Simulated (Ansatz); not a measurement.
`C[C](=N)[GeH3]`, relaxed with RKS PBE-D4/def2-SVP in Ansatz from a rough embedded geometry. The force threshold is 0.03 eV/Å; the program also tests the step.

Total charge 0; spin multiplicity 1.

Start:

```xyz
11

C    -1.340    0.342    0.605
C    -0.250    0.343   -0.341
N    -0.324    1.036   -1.433
Ge    1.338   -0.779    0.099
H    -1.766   -0.639    0.792
H    -2.220    1.024    0.267
H    -1.023    0.755    1.608
H     0.469    0.952   -2.091
H     1.472   -1.820   -1.043
H     1.107   -1.419    1.432
H     2.537    0.204    0.104
```

Q: How much energy does the relaxation release, and in how many steps? (Best estimate.)

A: The calculation gave: 0.22 eV, in 7 steps, 1 of them rejected.

Q: Which bonds change most? (Estimate.)

A: Computed: C1–C2 from 1.443 to 1.506 Å; Ge4–H10 from 1.497 to 1.553 Å; C1–H6 from 1.164 to 1.108 Å; C1–H5 from 1.086 to 1.111 Å.

Q: Give the relaxed structure. (Estimate.)

A: Computed: 
```xyz
11

C    -1.408    0.386    0.622
C    -0.272    0.364   -0.367
N    -0.358    1.048   -1.450
Ge    1.329   -0.758    0.078
H    -1.795   -0.639    0.802
H    -2.226    1.031    0.245
H    -1.062    0.766    1.608
H     0.489    0.943   -2.037
H     1.511   -1.825   -1.035
H     1.207   -1.469    1.454
H     2.585    0.154    0.080
```
